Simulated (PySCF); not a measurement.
C4H11NSi, SMILES CC(=N[SiH2]C)C. Atoms are numbered in the order given.

```xyz
17

C      2.8476    -0.2253    -0.5370
Si     1.1780    -0.7792     0.1086
N     -0.0013     0.4716    -0.2330
C     -1.2434     0.4921     0.0432
C     -1.9721    -0.6328     0.7639
C     -2.0881     1.6822    -0.3453
H      2.7996    -0.0465    -1.6230
H      3.6224    -0.9847    -0.3433
H      3.1540     0.7155    -0.0524
H      0.7809    -2.0675    -0.5488
H      1.2630    -1.0324     1.5847
H     -1.5194    -0.7967     1.7560
H     -3.0446    -0.4331     0.8997
H     -1.8602    -1.5741     0.2006
H     -2.9133     1.3672    -1.0078
H     -2.5574     2.1282     0.5491
H     -1.4720     2.4344    -0.8538
```
Charge 0, spin multiplicity 1.

Geometry optimised at B3LYP-D3(BJ)/def2-SVP. A frequency run showed that this geometry is not a minimum. The structure was generated by enumeration, and PubChem lists no compound with its InChIKey, so it may never have been made. Other conformers were not sampled.

These are PBE/def2-TZVP run with PySCF values and carry that method's errors.

Atomic charges (e):

```json
[
 {"atom": "C1", "IAO": "-0.73", "Mulliken": "-0.45"},
 {"atom": "Si2", "IAO": "0.85", "Mulliken": "0.26"},
 {"atom": "N3", "IAO": "-0.56", "Mulliken": "___"},
 {"atom": "C4", "IAO": "0.22", "Mulliken": "___"},
 {"atom": "C5", "IAO": "-0.48", "Mulliken": "___"},
 {"atom": "C6", "IAO": "-0.45", "Mulliken": "___"},
 {"atom": "H7", "IAO": "0.16", "Mulliken": "0.13"},
 {"atom": "H8", "IAO": "0.16", "Mulliken": "0.12"},
 {"atom": "H9", "IAO": "0.16", "Mulliken": "0.13"},
 {"atom": "H10", "IAO": "-0.14", "Mulliken": "-0.05"},
 {"atom": "H11", "IAO": "-0.14", "Mulliken": "-0.05"},
 {"atom": "H12", "IAO": "0.17", "Mulliken": "___"},
 {"atom": "H13", "IAO": "0.15", "Mulliken": "___"},
 {"atom": "H14", "IAO": "0.17", "Mulliken": "___"},
 {"atom": "H15", "IAO": "0.16", "Mulliken": "___"},
 {"atom": "H16", "IAO": "0.16", "Mulliken": "___"},
 {"atom": "H17", "IAO": "0.16", "Mulliken": "___"}
]
```

What belongs in the gaps? (The exact figures need the calculation; the answer reports its results.)


- N3, Mulliken: -0.21
- C4, Mulliken: 0.04
- C5, Mulliken: -0.37
- C6, Mulliken: -0.32
- H12, Mulliken: 0.14
- H13, Mulliken: 0.12
- H14, Mulliken: 0.14
- H15, Mulliken: 0.12
- H16, Mulliken: 0.12
- H17, Mulliken: 0.12

Computed Mayer and Wiberg (Löwdin basis) orders of the bonds:
```json
[
 {"bond": "C1–Si2", "Mayer": "1.03", "Wiberg": "1.25"},
 {"bond": "Si2–N3", "Mayer": "1.12", "Wiberg": "1.32"},
 {"bond": "N3–C4", "Mayer": "2.03", "Wiberg": "2.20"},
 {"bond": "C4–C5", "Mayer": "0.97", "Wiberg": "1.23"},
 {"bond": "C4–C6", "Mayer": "0.98", "Wiberg": "1.26"},
 {"bond": "C1–H7", "Mayer": "0.94", "Wiberg": "0.90"},
 {"bond": "C1–H8", "Mayer": "0.94", "Wiberg": "0.90"},
 {"bond": "C1–H9", "Mayer": "0.94", "Wiberg": "0.90"},
 {"bond": "Si2–H10", "Mayer": "0.92", "Wiberg": "0.91"},
 {"bond": "Si2–H11", "Mayer": "0.92", "Wiberg": "0.91"},
 {"bond": "C5–H12", "Mayer": "0.95", "Wiberg": "0.88"},
 {"bond": "C5–H13", "Mayer": "0.95", "Wiberg": "0.90"},
 {"bond": "C5–H14", "Mayer": "0.95", "Wiberg": "0.88"},
 {"bond": "C6–H15", "Mayer": "0.94", "Wiberg": "0.88"},
 {"bond": "C6–H16", "Mayer": "0.94", "Wiberg": "0.88"},
 {"bond": "C6–H17", "Mayer": "0.97", "Wiberg": "0.89"}
]
```
